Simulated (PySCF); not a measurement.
Input file for PySCF: R-M06-2X/def2-TZVPP on CH6GeO2 (SMILES [CH3][GeH]([OH])[OH]), a point of a torsion scan.

```python
from pyscf import gto, dft

mol = gto.M(
    atom='''
    C    -1.37019104   -0.52766423   -0.04343802
    Ge    0.42363192    0.20351364    0.35308591
    O     1.72193849   -0.93764521    0.01537174
    O     0.75805145    1.47300390   -0.78167722
    H    -1.29574905   -1.54398784   -0.41941415
    H    -1.83952389    0.08921696   -0.80236441
    H    -2.00470291   -0.53252098    0.83738202
    H     0.63569991    0.73677136    1.76003228
    H     1.72312197   -1.75845320    0.49967888
    H     1.65507493    1.47607881   -1.11035198
    ''',
    basis='def2-tzvpp',
    charge=0, spin=0, verbose=4, max_memory=1800)
mf = dft.RKS(mol, xc='m062x').density_fit(auxbasis='def2-universal-jkfit')
mf.grids.level = 4
mf.conv_tol = 1e-9
mf.max_cycle = 150
mf.kernel()
mf.dip_moment()
```

It printed:

```
PySCF version 2.14.0

[INPUT] verbose = 4
[INPUT] num. atoms = 10
[INPUT] num. electrons = 60
[INPUT] charge = 0
[INPUT] spin (= nelec alpha-beta = 2S) = 0
[INPUT] symmetry False subgroup None
[INPUT] Mole.unit = angstrom
[INPUT] Symbol           X                Y                Z      unit          X                Y                Z       unit  Magmom
[INPUT]  1 C     -1.370191040000  -0.527664230000  -0.043438020000 AA   -2.589285803933  -0.997140880430  -0.082085961193 Bohr   0.0
[INPUT]  2 Ge     0.423631920000   0.203513640000   0.353085910000 AA    0.800548306424   0.384585042213   0.667235668343 Bohr   0.0
[INPUT]  3 O      1.721938490000  -0.937645210000   0.015371740000 AA    3.253992149447  -1.771892648910   0.029048378658 Bohr   0.0
[INPUT]  4 O      0.758051450000   1.473003900000  -0.781677220000 AA    1.432509628829   2.783573951416  -1.477155863611 Bohr   0.0
[INPUT]  5 H     -1.295749050000  -1.543987840000  -0.419414150000 AA   -2.448610830665  -2.917714157259  -0.792577876267 Bohr   0.0
[INPUT]  6 H     -1.839523890000   0.089216960000  -0.802364410000 AA   -3.476196351695   0.168595620066  -1.516248986998 Bohr   0.0
[INPUT]  7 H     -2.004702910000  -0.532520980000   0.837382020000 AA   -3.788339461019  -1.006318807785   1.582422679435 Bohr   0.0
[INPUT]  8 H      0.635699910000   0.736771360000   1.760032280000 AA    1.201298727311   1.392296086823   3.325978979594 Bohr   0.0
[INPUT]  9 H      1.723121970000  -1.758453200000   0.499678880000 AA    3.256228602521  -3.322994950865   0.944256233429 Bohr   0.0
[INPUT] 10 H      1.655074930000   1.476078810000  -1.110351980000 AA    3.127638333334   2.789384689174  -2.098261144069 Bohr   0.0

nuclear repulsion = 317.317527574167
number of shells = 85
number of NR pGTOs = 334
number of NR cGTOs = 225
basis = def2-tzvpp
ecp = {}


******** <class 'pyscf.df.df_jk.DFRKS'> ********
method = DFRKS
initial guess = minao
damping factor = 0
level_shift factor = 0
DIIS = <class 'pyscf.scf.diis.CDIIS'>
diis_start_cycle = 1
diis_space = 8
diis_damp = 0
SCF conv_tol = 1e-09
SCF conv_tol_grad = None
SCF max_cycles = 150
direct_scf = False
XC library pyscf.dft.libxc version 7.1.2
    S. Lehtola, C. Steigemann, M. J. T. Oliveira, and M. A. L. Marques,  SoftwareX 7, 1–5 (2018)
XC functionals = m062x
    Y. Zhao and D. G. Truhlar,  Theor. Chem. Acc. 120, 215 (2008)
    Y. Zhao and D. G. Truhlar,  Theor. Chem. Acc. 120, 215 (2008)
radial grids:
    Treutler-Ahlrichs [JCP 102, 346 (1995); DOI:10.1063/1.469408] (M4) radial grids

becke partition: Becke, JCP 88, 2547 (1988); DOI:10.1063/1.454033
pruning grids: <function nwchem_prune>
grids dens level: 4
symmetrized grids: False
atomic radii adjust function: <function treutler_atomic_radii_adjust>
small_rho_cutoff = 0
Set gradient conv threshold to 3.16228e-05
Initial guess from minao.
tot grids = 209568
******** <class 'pyscf.df.df.DF'> ********
auxbasis = def2-universal-jkfit
init E= -2268.78383823252
  HOMO = -0.335096354594839  LUMO = -0.00602402592204115  gap/eV = 8.95451
cycle= 1 E= -2269.08211751669  delta_E= -0.298  |g|= 0.982  |ddm|= 2.32
  HOMO = -0.248694104507431  LUMO = 0.0545868776504739  gap/eV = 8.25270
cycle= 2 E= -2269.0038632482  delta_E= 0.0783  |g|= 1.23  |ddm|= 1.26
  HOMO = -0.34658337378459  LUMO = 0.0449710056423984  gap/eV = 10.65474
cycle= 3 E= -2269.24049101859  delta_E= -0.237  |g|= 0.0703  |ddm|= 0.792
  HOMO = -0.348588128678962  LUMO = 0.0483097807505977  gap/eV = 10.80014
cycle= 4 E= -2269.24118236967  delta_E= -0.000691  |g|= 0.0374  |ddm|= 0.0577
  HOMO = -0.34781095768686  LUMO = 0.0482467235091639  gap/eV = 10.77728
cycle= 5 E= -2269.24141017207  delta_E= -0.000228  |g|= 0.00548  |ddm|= 0.0256
  HOMO = -0.347997897738864  LUMO = 0.0480986791952125  gap/eV = 10.77834
cycle= 6 E= -2269.24141499024  delta_E= -4.82e-06  |g|= 0.00214  |ddm|= 0.0045
  HOMO = -0.348008343744446  LUMO = 0.0480614743172811  gap/eV = 10.77761
cycle= 7 E= -2269.24141565104  delta_E= -6.61e-07  |g|= 0.000788  |ddm|= 0.00156
  HOMO = -0.34800288267428  LUMO = 0.0480923868325971  gap/eV = 10.77830
cycle= 8 E= -2269.24141575644  delta_E= -1.05e-07  |g|= 7.37e-05  |ddm|= 0.000523
  HOMO = -0.348001349213305  LUMO = 0.0480886869448278  gap/eV = 10.77816
cycle= 9 E= -2269.24141575796  delta_E= -1.51e-09  |g|= 1.9e-05  |ddm|= 0.000104
  HOMO = -0.348002430307929  LUMO = 0.048089674249021  gap/eV = 10.77822
cycle= 10 E= -2269.24141575806  delta_E= -1.03e-10  |g|= 2.62e-06  |ddm|= 2.12e-05
  HOMO = -0.348002113046967  LUMO = 0.048089836011638  gap/eV = 10.77821
Extra cycle  E= -2269.24141575806  delta_E= -9.09e-13  |g|= 1.28e-06  |ddm|= 4.85e-06
converged SCF energy = -2269.24141575806
Dipole moment(X, Y, Z, Debye): -0.50980, -1.55894,  1.19488
```

The run converged.

Cost: very roughly 30 core-seconds.
